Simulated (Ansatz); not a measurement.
Geometry optimisation, RKS PBE/6-31G* (Ansatz 0.2.0).

input.yaml

```yaml
crystal:
  periodic: [false, false, false]
  atoms:
    - { symbol: B, position_ang: [0.019088, -0.280285, -0.11892] }
    - { symbol: H, position_ang: [-0.058068, -0.747376, 0.984867] }
    - { symbol: "N", position_ang: [1.30957, 0.01152, -0.642875] }
    - { symbol: H, position_ang: [2.164679, -0.321568, -0.207235] }
    - { symbol: H, position_ang: [1.428978, 0.302971, -1.612147] }
    - { symbol: O, position_ang: [-1.075592, -0.098708, -0.935767] }
    - { symbol: H, position_ang: [-1.899034, -0.186506, -0.423704] }
    - { symbol: O, position_ang: [-0.053516, 1.826396, 1.433028] }
    - { symbol: H, position_ang: [0.645003, 1.856651, 0.741704] }
    - { symbol: H, position_ang: [0.104492, 0.920805, 1.807549] }
basis:
  gaussian: { orbitals: "6-31G*" }
hamiltonian:
  xc: pbe
relax:
  f_tol: 0.03
  max_steps: 50
```

Launched with:

```bash
$ ansatz run input.yaml --threads 1 --pin off --max-ram 2048MiB --backend cpu --events-out ev --progress --plain --runs-dir out
```

Problem. Where does it end, and by what steps?

Solution. The run converged. After 12 steps the energy has fallen by 0.114 eV; H10 moved furthest, 0.78 Å.

```csv
step,energy less start (eV),largest force component (eV/Å),accepted
0,0.0000,0.700,yes
1,-0.0715,0.359,yes
2,-0.0760,0.715,yes
3,-0.0520,1.272,no
4,-0.1001,0.302,yes
5,-0.1082,0.096,yes
6,-0.1099,0.110,yes
7,-0.1130,0.063,yes
8,-0.1137,0.104,yes
9,-0.1139,0.102,yes
10,-0.1135,0.117,no
11,-0.1142,0.039,yes
12,-0.1142,0.009,yes
```

```xyz
10
Properties=species:S:1:pos:R:3
B -0.057 -0.446 -0.233
H -0.174 -1.102 0.777
N 1.229 0.051 -0.594
H 2.080 -0.301 -0.164
H 1.384 0.502 -1.496
O -1.117 -0.152 -1.060
H -1.953 -0.454 -0.662
O 0.160 2.064 1.468
H 0.662 1.615 0.748
H 0.372 1.508 2.243
```

Whether the end is a true minimum wasn't checked by a vibrational analysis.

Time of the run: 24 s on 1 thread of Arm Neoverse V2, with other jobs on the host, peak memory 0.13 GiB.
